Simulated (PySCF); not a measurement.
## Distorted geometries of [Eu(H2S)3]3+

[Eu(H2S)3]3+ (singlet in the valence; each metal's 4f electrons, 6 of them, lie in its core potential, out of spins and levels). PySCF 2.14.0, RKS B3LYP, Eu lcecp-1-SVP with ECP52, S def2-SVP, H def2-SVP; non-relativistic Hamiltonian with scalar-relativistic core potentials where named; density fitting; no spin-orbit coupling. Relaxed geometry:

```xyz
10

Eu    0.0832   -0.0428   -0.8831
S     2.7026    0.0221    0.3533
H     2.8537   -1.1204    1.0905
H     3.6086   -0.3066   -0.6199
S    -1.2981    2.2909    0.1202
H    -0.3516    3.2273    0.4362
H    -1.8132    2.9548   -0.9606
S    -1.5385   -2.3715   -0.3118
H    -1.4038   -2.6888    1.0119
H    -2.8430   -1.9650   -0.2368
```

Order these distorted geometries by energy above the relaxed one, lowest first.
A.
```xyz
10

Eu    0.0686   -0.0723   -0.8775
S     2.6846    0.0498    0.3921
H     2.8496   -1.0745    1.1070
H     3.6104   -0.3253   -0.6318
S    -1.2643    2.2950    0.0832
H    -0.3595    3.1742    0.4127
H    -1.8323    2.9368   -0.9397
S    -1.5379   -2.3565   -0.3329
H    -1.3908   -2.7073    1.0579
H    -2.8285   -1.9197   -0.2710
```
B.
```xyz
10

Eu    0.1116    0.1557   -0.8024
S     2.8688   -0.0832    0.1758
H     2.5287   -1.1720    1.1958
H     3.6127   -0.2181   -0.5344
S    -1.1624    2.0796    0.0992
H    -0.5807    3.1676    0.4573
H    -1.8144    3.0604   -1.0113
S    -1.5456   -2.3213   -0.1639
H    -1.3230   -2.7583    0.9033
H    -2.6956   -1.9104   -0.3194
```
C.
```xyz
10

Eu   -0.1188   -0.1118   -0.8837
S     2.8206    0.0568    0.4425
H     2.8414   -1.1784    1.1775
H     3.5740   -0.3691   -0.7801
S    -1.1150    2.3760   -0.1672
H    -0.4149    3.3625    0.5469
H    -1.8861    2.8539   -0.9980
S    -1.4842   -2.3040   -0.3933
H    -1.1440   -2.6988    1.2658
H    -3.0730   -1.9871   -0.2104
```

A (0.19 eV), C (2.53 eV), B (5.65 eV).

Which forces (eV/Å) act in the one that lies 2.53 eV up?


```
Eu   1.80  1.21 -0.08
S    0.10 -1.72 -1.48
H    0.23  1.16 -0.93
H   -0.99  0.42  2.05
S    3.08 -2.03  3.78
H   -0.59 -0.25 -0.78
H   -2.75  2.48 -2.95
S   -3.12 -1.31  3.97
H   -0.81  0.70 -3.30
H    3.05 -0.67 -0.27
```
Forces carry noise of the integration grid, about 0.01 to 0.03 eV/Å.

No frequency check is given that shows the relaxed geometry to be a minimum, and it was reached by following one of several unstable modes of a saddle point. An lcecp potential fixes the number of 4f electrons, so in runs with it no electron can move into or out of that shell.
